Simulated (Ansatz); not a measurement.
Total energies of `C=C[SiH](C)O[SiH3]`.

| atom | x (Å) | y (Å) | z (Å) |
| --- | --- | --- | --- |
| C1 | 0.206 | -1.994 | 1.194 |
| C2 | 0.689 | -0.777 | 1.431 |
| Si3 | 0.410 | 0.672 | 0.303 |
| C4 | -0.554 | 2.017 | 1.148 |
| O5 | -0.427 | 0.168 | -1.016 |
| Si6 | -0.292 | -0.478 | -2.508 |
| H7 | -0.387 | -2.209 | 0.309 |
| H8 | 0.378 | -2.829 | 1.868 |
| H9 | 1.276 | -0.628 | 2.337 |
| H10 | 1.732 | 1.204 | -0.141 |
| H11 | -1.539 | 1.653 | 1.450 |
| H12 | -0.029 | 2.361 | 2.044 |
| H13 | -0.691 | 2.875 | 0.486 |
| H14 | 1.098 | -0.334 | -3.019 |
| H15 | -0.641 | -1.923 | -2.464 |
| H16 | -1.229 | 0.220 | -3.423 |

Total charge 0; spin multiplicity 1. The geometry is a stationary point of PBE0-D4/def2-TZVP. It is one conformer, not always the lowest. Basis def2-TZVPP, Ansatz.

RPA on PBE orbitals: Hartree–Fock energy of these orbitals -772.27732 Eh, correlation -1.67985 Eh (frozen core).

| functional | energy without D4 (Eh) | D4 term (kJ/mol) |
| --- | --- | --- |
| LDA (SPW92) | -770.70234 | – |
| PBE | -774.15651 | -37.5 |
| revPBE | -774.52493 | -108.0 |
| BLYP | -774.62836 | -80.4 |
| r2SCAN | -774.55519 | -10.0 |
| B97M-V | -774.55728 | – |
| PBE0 | -774.24021 | -32.2 |
| B3LYP | -774.77576 | -59.9 |
| r2SCANh | -774.54378 | -10.6 |
| r2SCAN0 | -774.52800 | -11.7 |
| HSE06 (plane-wave form) | -774.21582 | -30.2 |
| BHLYP | -774.61612 | -46.5 |
| CAM-B3LYP | -774.64247 | -33.0 |
| LC-ωPBE | -774.41515 | – |
| ωB97X-V | -774.57219 | – |
| ωB97M-V | -774.58565 | – |
| B2PLYP | -774.31953 | – |
| PBE-QIDH | -774.04951 | – |

B3LYP takes the VWN-RPA correlation (the form of Gaussian; ORCA's B3LYP/G). HSE06 is the plane-wave form, built on full-range PBE exchange. The double hybrids freeze the cores in their second-order part.

LC-ωPBE has ω = 0.4 bohr⁻¹.
